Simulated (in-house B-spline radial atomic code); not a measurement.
**In⁵⁺: [Kr] 4d8**

Computed with an all-electron radial atomic-structure program (B-spline basis): Dirac-Kohn-Sham LDA exchange-only, spherical fractional occupations, Fermi nucleus of rms radius 4.6156 fm.

Z_r = [3n² - l(l+1)]/(2<r>); Z_e = n√(-2ε); the last column is Slater's effective charge. Values are occupation-weighted means over j. An effective charge above Z reflects the relativistic contraction of the inner shells.

| shell | electrons | ε (eV) | <r> (bohr) | Z_r | Z_e | Slater |
| --- | --- | --- | --- | --- | --- | --- |
| 1s | 2 | -27770 | 0.02974 | 50.44 | 45.18 | 48.70 |
| 2s | 2 | -4216.1 | 0.1282 | 46.79 | 35.21 | 44.85 |
| 2p | 6 | -3798.4 | 0.112 | 44.63 | 33.42 | 44.85 |
| 3s | 2 | -854.71 | 0.3489 | 38.69 | 23.78 | 37.75 |
| 3p | 6 | -717.23 | 0.3472 | 36.01 | 21.78 | 37.75 |
| 3d | 10 | -500.81 | 0.3245 | 32.36 | 18.20 | 27.85 |
| 4s | 2 | -185.43 | 0.8387 | 28.62 | 14.77 | 21.25 |
| 4p | 6 | -143.59 | 0.9034 | 25.46 | 12.99 | 21.25 |
| 4d | 8 | -81.793 | 1.077 | 19.49 | 9.81 | 10.55 |

The least bound orbital is 4d5/2 at -81.39 eV, and it is also the most diffuse (<r> = 1.082 bohr).

Spin-orbit splittings of the orbital energies (j = l + 1/2 above j = l - 1/2 when positive): 2p 210.5 eV, 3p 38.05 eV, 3d 7.808 eV, 4p 6.99 eV, 4d 1.017 eV.

For the 1s electron the small component carries 3.23 % of the norm, the zero-frequency Breit interaction raises the level by 63.36 eV, self-energy by 35.72 eV, and vacuum polarisation lowers it by 4.628 eV.

The density falls to 0.001 bohr⁻³ at 2.683 bohr; Σ<r²> = 20.511 bohr² gives, by the non-relativistic formula and without the paramagnetism of open shells, a Langevin diamagnetic susceptibility of -16.24×10⁻⁶ cm³/mol.
